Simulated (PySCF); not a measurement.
FNa, charge -1, doublet, at the geometry of the source list (a state made from the parent by changing its charge; the spin is typed, not shown lowest) (a gas-phase anion, which may not be bound at this level); CASSCF(7,8)/def2-SVP in PySCF.

PySCF was given this input:
```python
from pyscf import gto, scf, mcscf
import numpy

mol = gto.Mole()
mol.atom = '''
    Na   -0.44770000   -0.40690000   -0.63410000
    F     0.44770000    0.40690000    0.63410000
'''
mol.basis = 'def2-svp'
mol.charge = -1
mol.spin = 1
mol.verbose = 4
mol.build()

mf = scf.ROHF(mol)
mf.kernel()
mc = mcscf.CASSCF(mf, 8, 7)
mc.fix_spin_(ss=0.75)
mc.kernel()
occ = numpy.linalg.eigvalsh(mc.fcisolver.make_rdm1(mc.ci, mc.ncas, mc.nelecas))[::-1]
ss = mc.fcisolver.spin_square(mc.ci, mc.ncas, mc.nelecas)[0]
print('natural occupations', occ.round(4), ' <S^2>', round(ss, 4))
```

Task: What does PySCF print? Leave out banner, timings and long lists.

Result: 
```
PySCF version 2.14.0

[INPUT] verbose = 4
[INPUT] num. atoms = 2
[INPUT] num. electrons = 21
[INPUT] charge = -1
[INPUT] spin (= nelec alpha-beta = 2S) = 1
[INPUT] symmetry False subgroup None
[INPUT] Mole.unit = angstrom
[INPUT] Symbol           X                Y                Z      unit          X                Y                Z       unit  Magmom
[...]
nuclear repulsion = 29.8883189617694
number of shells = 13
number of NR pGTOs = 57
number of NR cGTOs = 29
basis = def2-svp
ecp = {}

******** <class 'pyscf.scf.rohf.ROHF'> ********
method = ROHF
initial guess = minao
damping factor = 0
level_shift factor = 0
DIIS = <class 'pyscf.scf.diis.CDIIS'>
diis_start_cycle = 1
diis_space = 8
diis_damp = 0
SCF conv_tol = 1e-09
SCF conv_tol_grad = None
SCF max_cycles = 50
direct_scf = True
direct_scf_tol = 1e-13
num. doubly occ = 10  num. singly occ = 1
Set gradient conv threshold to 3.16228e-05
init E= -260.810107646298
[...]
cycle= 1 E= -261.071996741278  delta_E= -0.262  |g|= 0.68  |ddm|=  1.1
[...]
cycle= 2 E= -261.131763983715  delta_E= -0.0598  |g|= 0.499  |ddm|= 1.24
[...]
cycle= 3 E= -261.172300951348  delta_E= -0.0405  |g|= 0.014  |ddm|= 0.261
[...]
cycle= 4 E= -261.172863137115  delta_E= -0.000562  |g|= 0.0037  |ddm|= 0.123
[...]
cycle= 5 E= -261.172889715043  delta_E= -2.66e-05  |g|= 0.000748  |ddm|= 0.0222
[...]
cycle= 6 E= -261.172890111582  delta_E= -3.97e-07  |g|= 0.000119  |ddm|= 0.00686
[...]
cycle= 7 E= -261.172890126323  delta_E= -1.47e-08  |g|= 3.39e-05  |ddm|= 0.00162
[...]
cycle= 8 E= -261.172890127174  delta_E= -8.51e-10  |g|= 3.94e-06  |ddm|= 0.0003
[...]
Extra cycle  E= -261.172890127191  delta_E= -1.71e-11  |g|= 1.26e-06  |ddm|= 4.65e-05
converged SCF energy = -261.172890127191

******** <class 'pyscf.mcscf.mc1step.CASSCF'> ********
CAS (4e+3e, 8o), ncore = 7, nvir = 14
max_cycle_macro = 50
max_cycle_micro = 4
conv_tol = 1e-07
conv_tol_grad = None
orbital rotation max_stepsize = 0.02
orbital rotation threshold for CI restart = 0.01
augmented hessian ah_max_cycle = 30
augmented hessian ah_conv_tol = 1e-12
augmented hessian ah_linear dependence = 1e-14
augmented hessian ah_level shift = 1e-08
augmented hessian ah_start_tol = 2.5
augmented hessian ah_start_cycle = 3
augmented hessian ah_grad_trust_region = 3
kf_trust_region = 3
kf_interval = 4
ci_response_space = 4
ci_grad_trust_region = 3
with_dep4 0
natorb = False
canonicalization = True
sorting_mo_energy = False
ao2mo_level = 2
internal_rotation = False
******** <class 'pyscf.fci.addons.SpinPenaltyFCISolver'> ********
max. cycles = 50
conv_tol = 1e-08
davidson only = True
linear dependence = 1e-12
level shift = 0.001
max iter space = 12
nroots = 1
pspace_size = 400
spin = None
CASCI E = -261.174633278982  S^2 = 0.7500000
Set conv_tol_grad to 0.000316228
macro iter   1 ( 21 JK    4 micro), CASSCF E = -261.201774434996  dE = -2.71411560e-02  S^2 = 0.7500000
               |grad[o]|=0.0127  |grad[c]|=0.0429  |ddm|=0.0531  |maxRot[o]|= 0.31
macro iter   2 ( 21 JK    4 micro), CASSCF E = -261.248222310059  dE = -4.64478751e-02  S^2 = 0.7500000
               |grad[o]|=0.0957  |grad[c]|=0.0482  |ddm|=0.0158  |maxRot[o]|=0.311
macro iter   3 ( 21 JK    4 micro), CASSCF E = -261.263990502289  dE = -1.57681922e-02  S^2 = 0.7500000
               |grad[o]|=0.0519  |grad[c]|=0.0219  |ddm|=0.00466  |maxRot[o]|=0.228
macro iter   4 ( 21 JK    4 micro), CASSCF E = -261.265431239470  dE = -1.44073718e-03  S^2 = 0.7500000
               |grad[o]|=0.00621  |grad[c]|=0.00814  |ddm|=0.00199  |maxRot[o]|=0.232
macro iter   5 ( 21 JK    4 micro), CASSCF E = -261.266931484230  dE = -1.50024476e-03  S^2 = 0.7500000
               |grad[o]|=0.00465  |grad[c]|=0.00588  |ddm|=0.00177  |maxRot[o]|=0.312
macro iter   6 ( 21 JK    4 micro), CASSCF E = -261.268282811006  dE = -1.35132678e-03  S^2 = 0.7500000
               |grad[o]|=0.00463  |grad[c]|=0.0035  |ddm|=0.00169  |maxRot[o]|=0.312
macro iter   7 ( 16 JK    4 micro), CASSCF E = -261.268662000816  dE = -3.79189810e-04  S^2 = 0.7500000
               |grad[o]|=0.00306  |grad[c]|=0.00257  |ddm|=0.00273  |maxRot[o]|=0.214
macro iter   8 ( 12 JK    3 micro), CASSCF E = -261.268663635570  dE = -1.63475357e-06  S^2 = 0.7500000
               |grad[o]|=0.000782  |grad[c]|=0.000614  |ddm|=0.000707  |maxRot[o]|=0.00678
macro iter   9 (  5 JK    1 micro), CASSCF E = -261.268663717078  dE = -8.15078351e-08  S^2 = 0.7500000
               |grad[o]|=5.93e-05  |grad[c]|=0.000409  |ddm|=4.95e-05  |maxRot[o]|=0.00146
1-step CASSCF converged in   9 macro (159 JK  32 micro) steps
CASSCF canonicalization
Density matrix diagonal elements [1.98264423 1.98034244 1.98034244 1.00002382 0.01959211 0.01959211
 0.00624028 0.01122257]
CASSCF energy = -261.268663717078
CASCI E = -261.268663717078  E(CI) = -14.0231725626052  S^2 = 0.7500000
natural occupations [1.9831e+00 1.9814e+00 1.9814e+00 1.0001e+00 1.8600e-02 1.8600e-02
 1.5600e-02 1.3000e-03]  <S^2> 0.75
```
